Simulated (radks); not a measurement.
Results of a calculation; reference values are marked as such.
The lanthanum ion La6+, configuration [Kr] 4d10 5s2 5p3. Level of theory: scalar-relativistic Kohn-Sham, r2SCAN, spin-polarised, spherical densities, finite nucleus; open shells are filled with parallel spins first (spin-orbit coupling, left out, can overturn this in heavy ions); meta-GGA in the generalised Kohn-Sham scheme; Fermi nuclear charge, rms radius 4.855 fm (a radial shooting solver on a logarithmic mesh with Libxc functionals). Some entries of the table are withheld. Estimate them.

| orbital | occ. | eigenvalue (hartree) | <r> (bohr) |
|---|---|---|---|
| 1s up | 1 | -1429.004 | 0.02507 |
| 1s down | 1 | -1428.991 | 0.02507 |
| 2s up | 1 | -230.3613 | 0.1074 |
| 2s down | 1 | -230.3590 | 0.1074 |
| 2p up | 3 | -206.6214 | 0.09425 |
| 2p down | 3 | -206.6125 | 0.09425 |
| 3s up | 1 | -51.56124 | 0.2846 |
| 3s down | 1 | -51.55478 | 0.2846 |
| 3p up | 3 | -43.93551 | 0.2828 |
| 3p down | 3 | -43.92644 | 0.2827 |
| 3d up | 5 | -32.99056 | 0.2599 |
| 3d down | 5 | -32.98083 | 0.2598 |
| 4s up | 1 | -12.54011 | 0.6534 |
| 4s down | 1 | -12.51989 | 0.6539 |
| 4p up | 3 | -10.03979 | 0.6915 |
| 4p down | 3 | -10.02090 | 0.6914 |
| 4d up | 5 | -6.40823 | 0.7636 |
| 4d down | 5 | -6.38293 | 0.7601 |
| 5s up | 1 | -3.83733 | 1.474 |
| 5s down | 1 | -3.65552 | 1.465 |
| 5p up | 3 | -3.13029 | 1.620 |
| 5p down | 0 | -2.93995 | 1.611 |
| 4f up | 0 | -2.59509 | 1.006 |
| 4f down | 0 | -2.52939 | 0.9686 |
| 5d up | 0 | -2.12121 | (1) |
| 5d down | 0 | -1.91437 | (2) |
| 6s up | 0 | -1.63447 | 2.809 |

Answer. 
(1) 5d up <r> (bohr): 1.933
(2) 5d down <r> (bohr): 1.887
